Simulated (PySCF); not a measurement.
Species: C11H14O.
Numbering: `[CH3:1][CH2:2][CH2:3][CH2:4][C:5](=[O:6])[c:7]1[cH:8][cH:9][cH:10][cH:11][cH:12]1`

Definitions: NICS(0) = −σiso at the ring centroid; NICS(1) = −σiso and NICS(1)zz = −σzz at ±1 Å along the ring normal z. Level: GIAO KT3/pcSseg-1 (PySCF, non-relativistic, gas phase) on the PBE0-D3(BJ)/def2-SVP geometry, one conformer.

Ring bond lengths (Å): C7–C8 1.400, C8–C9 1.393, C9–C10 1.394, C10–C11 1.396, C11–C12 1.390, C12–C7 1.401.

Question: What do the NICS probes read (ppm)?

Answer: 
```tsv
ring	type	NICS(0)	NICS(1), two faces	NICS(1)zz, two faces	rms pucker (Å)	centre to ring atoms, mean (Å)
C7–C8–C9–C10–C11–C12	6-membered carbocycle; formal bonds all aromatic	-8.3	-10.8 / -10.8	-26.3 / -26.3	0.00	1.40
```

Question: What do they say, and how far can they be read as aromaticity?

Answer: 
- C7–C8–C9–C10–C11–C12: mean NICS(1)zz -26.3 ppm, shielded. For a flat ring without four-coordinate atoms the NICS criterion counts such a value as aromatic.

Question: What does the geometric index give? HOMA = 1 − mean of α(R − Ropt)² over the ring bonds, with Krygowski's 1993 parameters (CC: Ropt 1.388 Å, α 257.7 Å⁻²).

Answer: 
- C7–C8–C9–C10–C11–C12: HOMA 0.98 = 1 − EN − GEO, with mean bond length 1.396 Å, EN = α(Ropt − mean)² = 0.015 and GEO = α × variance = 0.004. The geometric and the magnetic index point the same way.

Question: What is the mean of the two in-plane components of NICS at the second NICS(1) probe listed for ring C7–C8–C9–C10–C11–C12, 1 Å off the ring?

Answer: The isotropic value is a third of the trace: (3 × -10.8 − (-26.3))/2 = -3.1 ppm.

Question: Give the inner angles of the rings.

Answer: 
- C7–C8–C9–C10–C11–C12: C7 119.2°, C8 120.3°, C9 120.1°, C10 120.0°, C11 119.9°, C12 120.5°; sum 720.0° against 720° for a flat convex ring.

Question: How do the values depend on the level or the medium?

Answer: 
```tsv
level	NICS(0), C7–C8–C9–C10–C11–C12	mean NICS(1)zz, C7–C8–C9–C10–C11–C12
KT3/pcSseg-1, gas	-8.3	-26.3
PBE0/pcSseg-1, gas	-8.4	-27.6
```

The geometry is the same throughout.

Shape of the structure used: `[CH3:1][CH2:2][CH2:3][CH2:4][C:5](=[O:6])[c:7]1[cH:8][cH:9][cH:10][cH:11][cH:12]1`: C1–C2–C3–C4 180°, C2–C3–C4–C5 179°, C3–C4–C5–O6 -1°, C4–C5–C7–C8 0°.
